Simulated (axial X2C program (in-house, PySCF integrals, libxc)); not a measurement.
Bond lengths and stretching modes, held linear, of CoNC

Calculated with an in-house all-electron X2C program for linear molecules (integrals from PySCF): two-component X2C with atomic mean-field Coulomb and Gaunt terms, Gaussian nuclei, basis Co dyall-v3z, N dyall-av3z, C dyall-v3z with contracted cores. Spin-free rows use the one-electron spin-free X2C Hamiltonian.

Masses Co 58.933, N 14.003, C 12.000 u. States: 2c Ω = 3 (beyond evenly filled blocks: ω = 1/2, ω = 5/2); spin-free M_S = 1, Λ = 2 (beyond evenly filled blocks: σα, δ+α, δ+β, δ-α).

TPSSh, 2c: energies above the lowest point

```csv
r(Co–N) (Å),r(N–C) (Å),E (meV)
1.7696,1.1437,78.32
1.7696,1.1730,11.95
1.7696,1.2023,36.67
1.8150,1.1437,63.68
1.8150,1.1730,0.00
1.8150,1.2023,27.46
1.8150,1.2317,130.42
1.8604,1.1437,83.94
1.8604,1.1730,22.44
1.8604,1.2023,52.12
1.9058,1.1730,71.94
1.9058,1.2317,210.49
```

Fit a quadratic surface with cubic terms in each bond: where is the minimum, and what are the two stretching wavenumbers?

At TPSSh, 2c: bonds 1.806 and 1.178 Å; harmonic stretches 504.9 and 2101.6 cm⁻¹; force constants 2.77, 16.5 and coupling 0.27 mdyn/Å.

The other levels and Hamiltonians give:

```csv
Hamiltonian,level,r(Co–N) (Å),r(N–C) (Å),lower stretch (cm⁻¹),upper stretch (cm⁻¹)
2c,PBE0,1.818,1.172,497.1,2156.4
2c,HF,1.939,1.151,406.8,2314.5
2c,MP2,1.826,1.187,487.0,2050.5
spin-free,PBE0,1.818,1.172,496.9,2156.3
spin-free,HF,1.939,1.151,406.9,2314.4
spin-free,TPSSh,1.806,1.178,504.8,2101.5
spin-free,MP2,1.826,1.187,487.1,2050.3
```

Each state is one determinant, the lowest of a limited PBE0 search; the stretches come from a fit to these few points and carry an uncertainty of a few per cent. Other orders of the atoms were not compared. The levels spread by more than a fifth, so the stretches depend strongly on the method. MP2 freezes inner shells (threshold -2 hartree). The molecule was held linear; bending was not examined, so a bent shape may lie lower. Open-shell Ω = 0 determinants with evenly filled partner blocks cannot be reached by this program, so the Ω shown need not be the lowest component. Note: functional without a current term on a determinant with orbital currents, of the molecule or an atom. Note: several unpaired electrons, one determinant need not be a pure state.
